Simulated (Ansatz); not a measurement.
Born–Oppenheimer molecular dynamics of F3H5OSi2 (11 atoms, charge 0, multiplicity 1). It starts from a rough guess of a transition structure, not a stationary point.

Theory: UKS PBE-D4/STO-3G in Ansatz 0.2.0.

```
ensemble                      : NVE (velocity Verlet)
time step                     : 0.5 fs
steps asked                   : 150
starting velocities drawn for : 100 K
seed                          : 816259
```

First frame:

```xyz
11
Properties=species:S:1:pos:R:3
Si -0.449 0.641 -1.392
H 1.405 0.874 -1.255
F -0.309 0.016 -2.841
F -1.858 0.033 -1.002
F -0.729 2.192 -1.297
H 1.388 0.451 -0.367
O 0.438 -0.040 0.340
Si 0.075 -0.883 1.691
H 0.041 -2.303 1.341
H 1.204 -0.558 2.561
H -1.202 -0.424 2.223
```

Problem. How far do the bonds stretch over the last three quarters of this one trajectory? (Pairs bonded in most of those frames.)

Solution. 
```tsv
bond	mean (Å)	spread (Å)	shortest	longest
Si1–F3	1.669	0.039	1.61	1.74
Si1–F4	1.668	0.063	1.55	1.75
Si1–F5	1.666	0.044	1.59	1.73
Si1–O7	1.758	0.092	1.59	1.87
H2–H6	0.748	0.044	0.68	0.84
O7–Si8	1.717	0.063	1.62	1.85
Si8–H9	1.467	0.008	1.45	1.48
Si8–H10	1.460	0.012	1.44	1.48
Si8–H11	1.467	0.012	1.45	1.49
```

Mean temperature of the second half: 1505 K. The conserved energy stayed within 0.34 meV per atom of its start (net change -0.02 meV per atom), so the integration is sound. The system heated up, since it started high on the potential surface and ran downhill. A run of 0.075 ps of so small a system gives no equilibrium averages. The orbitals stay closed-shell, which can raise the energy where a bond breaks towards radicals; this wasn't checked here. Limits of this set-up: minimal basis.

Run time: 5 min on 1 thread of AMD EPYC 9R45 96-Core Processor (Zen 5), on a shared host, peak memory 0.14 GiB.
